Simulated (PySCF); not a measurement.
# Correlation energy of S+ (sulfur, charge +1)

[Ne] 3s1 3p4, high-spin 4P determinant (an excited configuration). Computed with PySCF 2.14 in aug-cc-pCVTZ-DK with one added diffuse shell each of s, p, d, f type (9s8p6d4f, 91 functions), with the spin-free X2C one-electron Hamiltonian (Gaussian nucleus). Frozen: 1s2; 13 electrons correlated.

```
  level  correlation energy (mhartree)
   CCSD                        -419.26
    (T)                         -12.05
CCSD(T)                        -431.31
```

Diagnostics: T1 = 0.012, D1 = 0.0526, largest double amplitude 0.156.

A double-excitation amplitude exceeds 0.15, a sign of near-degeneracy.

Cost of the coupled-cluster step: of the order of 100 core-seconds, for 13 correlated electrons.

Iterations:

```
CC2 = 0
CCSD nocc = (np.int64(8), np.int64(5)), nmo = (90, 90)
frozen orbitals [[0], [0]]
max_cycle = 100
direct = 0
conv_tol = 1e-08
conv_tol_normt = 1e-06
diis_space = 8
diis_start_cycle = 0
Init t2, MP2 energy = -0.384250491768918
Init E_corr(UCCSD) = -0.384250491769326
cycle = 1  E_corr(UCCSD) = -0.402675568760333  dE = -0.018425077  norm(t1,t2) = 0.0790773
cycle = 2  E_corr(UCCSD) = -0.409875581687474  dE = -0.00720001293  norm(t1,t2) = 0.047826
cycle = 3  E_corr(UCCSD) = -0.419376921523732  dE = -0.00950133984  norm(t1,t2) = 0.031829
cycle = 4  E_corr(UCCSD) = -0.418970964086374  dE = 0.000405957437  norm(t1,t2) = 0.00575675
cycle = 5  E_corr(UCCSD) = -0.41894716752523  dE = 2.37965611e-05  norm(t1,t2) = 0.0768092
cycle = 6  E_corr(UCCSD) = -0.419349298523612  dE = -0.000402130998  norm(t1,t2) = 0.00275659
cycle = 7  E_corr(UCCSD) = -0.419255151155254  dE = 9.41473684e-05  norm(t1,t2) = 0.000858969
cycle = 8  E_corr(UCCSD) = -0.41923010716493  dE = 2.50439903e-05  norm(t1,t2) = 0.00039225
cycle = 9  E_corr(UCCSD) = -0.419272513177699  dE = -4.24060128e-05  norm(t1,t2) = 0.000195488
cycle = 10  E_corr(UCCSD) = -0.419256371045011  dE = 1.61421327e-05  norm(t1,t2) = 8.44716e-05
cycle = 11  E_corr(UCCSD) = -0.419258444963512  dE = -2.0739185e-06  norm(t1,t2) = 2.26127e-05
cycle = 12  E_corr(UCCSD) = -0.419258808182238  dE = -3.63218726e-07  norm(t1,t2) = 6.90784e-06
cycle = 13  E_corr(UCCSD) = -0.419258811519878  dE = -3.33764e-09  norm(t1,t2) = 2.57976e-06
cycle = 14  E_corr(UCCSD) = -0.419258803419204  dE = 8.10067402e-09  norm(t1,t2) = 5.87201e-06
cycle = 15  E_corr(UCCSD) = -0.419258795589932  dE = 7.82927168e-09  norm(t1,t2) = 1.04142e-05
cycle = 16  E_corr(UCCSD) = -0.419258796191974  dE = -6.02042194e-10  norm(t1,t2) = 6.55525e-07
UCCSD converged
E(UCCSD) = -398.2846879110045  E_corr = -0.4192587961919744
UCCSD(T) correction = -0.0120465182173376
```
